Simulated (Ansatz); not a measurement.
The input (input.yaml):

```yaml
crystal:
  periodic: [false, false, false]
  atoms:
    - { symbol: B, position_ang: [0.067546, -0.138255, -0.005494] }
    - { symbol: F, position_ang: [-0.158796, 0.422336, 1.17874] }
    - { symbol: O, position_ang: [1.34193, -0.235238, -0.430496] }
    - { symbol: H, position_ang: [1.403448, -0.648201, -1.298876] }
    - { symbol: O, position_ang: [-0.969181, -0.593026, -0.751617] }
    - { symbol: H, position_ang: [-1.823805, -0.461815, -0.327461] }
    - { symbol: H, position_ang: [-0.071041, -0.144402, 3.228804] }
magnetization:
  spin_polarized: true
  initial_magnetization: 1
basis:
  gaussian: { orbitals: def2-SVP }
hamiltonian:
  xc: cam_b3lyp
relax:
  f_tol: 0.03
  max_steps: 50
```

Command:

```bash
$ ansatz run input.yaml --threads 4 --pin off --max-ram 5120MiB --backend cpu --events-out ev --progress --plain --runs-dir out
```

Hardware: 4 threads of Arm Neoverse V1, with other jobs on the host.

Problem. Roughly how long does this run take, and how much memory?

Solution. 8.7 s, with a peak of 0.18 GiB, for 7 ionic steps.
